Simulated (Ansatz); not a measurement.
The lowest singlet and triplet of CH3N (SMILES C[N]); geometries from B3LYP-D3(BJ)/def2-TZVP, each state relaxed from the structure named, with no frequency check, low spin by broken symmetry.
Singlet (charge 0, multiplicity 1):
```xyz
5

C     -0.53330     0.06064     0.04042
N      0.85402    -0.09711    -0.06473
H     -0.87228    -0.09288     1.07790
H     -0.84184     1.07256    -0.26885
H     -1.06425    -0.66376    -0.59846
```
Triplet (charge 0, multiplicity 3):
| atom | x (Å) | y (Å) | z (Å) |
|---|---|---|---|
| C | -0.5371 | 0.0611 | 0.0407 |
| N | 0.8573 | -0.0975 | -0.0650 |
| H | -0.8723 | -0.0928 | 1.0776 |
| H | -0.8418 | 1.0724 | -0.2688 |
| H | -1.0642 | -0.6635 | -0.5983 |

A positive gap puts the triplet lower; no zero-point energy. R- takes a restricted singlet, here one determinant of a half-filled degenerate or near-degenerate pair, which mixes singlet states. The triplet is unrestricted in single-reference levels. Active spaces average the two states.

Correlated levels freeze the cores.

Run with Ansatz (Gaussian basis) for Hartree–Fock, density functionals and correlated methods. Each number belongs to the level named beside it.

R-PBE/def2-TZVPP gives 186.4 kJ/mol for the gap E(singlet) − E(triplet), adiabatic.

Task: Where do these levels fall relative to PBE: R-r2SCAN/def2-TZVPP, R-B3LYP/def2-TZVPP, R-wB97M-V/def2-TZVPP, R-B2PLYP/def2-TZVPP, R-MP2/cc-pVQZ, R-CCSD(T)/cc-pVQZ, SC-NEVPT2 on SA-CASSCF(2,2)/cc-pVQZ, FIC-MRCISD+Q on SA-CASSCF(2,2)/cc-pVTZ.

Result: R-r2SCAN/def2-TZVPP 30.3; R-B3LYP/def2-TZVPP -1.8; R-wB97M-V/def2-TZVPP -14.6; R-B2PLYP/def2-TZVPP 2.9; R-MP2/cc-pVQZ 8.3; R-CCSD(T)/cc-pVQZ -16.4; SC-NEVPT2 on SA-CASSCF(2,2)/cc-pVQZ -42.6; FIC-MRCISD+Q on SA-CASSCF(2,2)/cc-pVTZ -42.0 kJ/mol. 3 of 8 lie above PBE; the widest gap is to SC-NEVPT2 on SA-CASSCF(2,2)/cc-pVQZ.

Doubts at one or more of the structures used: a restricted determinant that unrestricted orbitals would lower (R-PBE/def2-TZVPP, R-r2SCAN/def2-TZVPP, R-B3LYP/def2-TZVPP, R-wB97M-V/def2-TZVPP, R-B2PLYP/def2-TZVPP, R-MP2/cc-pVQZ, R-CCSD(T)/cc-pVQZ).

Measured: triplet 3A2 below singlet 1E by 1.352 ± 0.011 eV = 31.2 kcal/mol (with zero-point energy) [Photoelectron spectroscopy of the CH3N- ion (1999)].

Ansatz is a program for electronic structure.
